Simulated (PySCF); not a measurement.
# Assignment exercise: C$_{8}$H$_{22}$N$_{2}$Si

Geometry:
| atom | x (Å) | y (Å) | z (Å) |
| --- | --- | --- | --- |
| Si1 | 0.079 | 0.002 | 0.060 |
| C2 | 0.085 | 0.048 | 1.948 |
| C3 | 0.693 | 1.344 | 2.480 |
| H4 | 0.628 | -0.824 | 2.354 |
| H5 | -0.957 | -0.054 | 2.300 |
| H6 | 0.671 | 1.394 | 3.580 |
| H7 | 1.746 | 1.455 | 2.173 |
| H8 | 0.152 | 2.224 | 2.098 |
| C9 | 1.853 | -0.003 | -0.587 |
| C10 | 2.598 | -1.278 | -0.198 |
| H11 | 2.399 | 0.884 | -0.222 |
| H12 | 1.819 | 0.096 | -1.686 |
| H13 | 3.621 | -1.303 | -0.606 |
| H14 | 2.683 | -1.382 | 0.896 |
| H15 | 2.074 | -2.175 | -0.566 |
| N16 | -0.739 | 1.380 | -0.630 |
| C17 | -2.155 | 1.536 | -0.427 |
| C18 | -0.093 | 2.550 | -1.156 |
| H19 | -2.400 | 2.318 | 0.323 |
| H20 | -2.596 | 0.587 | -0.086 |
| H21 | -2.668 | 1.820 | -1.367 |
| H22 | 0.978 | 2.371 | -1.323 |
| H23 | -0.532 | 2.850 | -2.129 |
| H24 | -0.180 | 3.428 | -0.483 |
| N25 | -0.806 | -1.414 | -0.443 |
| C26 | -1.081 | -2.562 | 0.378 |
| C27 | -1.069 | -1.621 | -1.843 |
| H28 | -2.136 | -2.884 | 0.277 |
| H29 | -0.906 | -2.340 | 1.440 |
| H30 | -0.452 | -3.437 | 0.114 |
| H31 | -0.908 | -0.686 | -2.400 |
| H32 | -0.423 | -2.404 | -2.291 |
| H33 | -2.119 | -1.930 | -2.015 |

All values are calculated (PySCF 2.14.0 with density-fitted response routines): KT2/pcSseg-1 with gauge-including orbitals, coordinates at the PBE0-D3(BJ)/def2-SVP level. Gas phase, no relativistic terms, a single conformation, rapidly exchanging positions averaged.

Chemical shifts δ = σref − σ; TMS for ¹³C, ¹H, all at this level.

(1) Assign these signals to the numbered atoms. ¹³C{¹H} NMR (computed): δ 39.3 (CH3), 9.4 (CH3), 6.6 (CH2).

(2) Assign these signals to the numbered atoms. ¹H NMR (500 MHz, computed): δ 2.58 (s, 12H), 0.87 (t, 6H), 0.70 (q, 4H).

Answers

(1) 
39.3 → C17/C18/C26/C27, carbon bonded to N, 3 H
9.4 → C3/C10, carbon bonded to C, 3 H
6.6 → C2/C9, carbon bonded to C, Si, 2 H

(2) 
```tsv
δ (ppm)	atoms	environment	reason
2.58	H19/H20/H21/H22/H23/H24/H28/H29/H30/H31/H32/H33	hydrogen on a carbon bonded to N	–
0.87	H6/H7/H8/H13/H14/H15	hydrogen on a carbon bonded to C	–
0.70	H4/H5/H11/H12	hydrogen on a carbon bonded to C, Si	–
```

Shifts are as computed. Against solution values, carbons near 30 ppm lie about +2 ppm off and those near 130 ppm about -5 ppm (rms about the fit 1.2 ppm; single classes can miss by 10 ppm). Of 1328 compounds with measured shifts, 309 miss one by over three times the rms of a fit or turn the order of signals round; such compounds aren't used in these exercises. Signals without a measured value on file couldn't be tested in this way. Multiplicities follow the n + 1 count of equivalent neighbours, as no J values were calculated; m marks all less simple cases, F and P coupling included.
